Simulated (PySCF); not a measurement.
Electron correlation in N (nitrogen, neutral)

[He] 2s1 2p4, high-spin 4P determinant (an excited configuration). Computed with PySCF 2.14 in dyall-acv3z (15s9p4d2f, 76 functions), with the non-relativistic Hamiltonian (point nucleus). Frozen: 1s2; 5 electrons correlated; the 19 highest virtual orbitals of each spin left out.

| level | correlation energy (mhartree) |
| --- | --- |
| CCSD | -115.18 |
| (T) | -5.08 |
| CCSD(T) | -120.26 |

Diagnostics: T1 = 0.026, D1 = 0.0699, largest double amplitude 0.151.

Task: Is a single reference adequate?

Result: Not fully. A double-excitation amplitude exceeds 0.15, a sign of near-degeneracy.
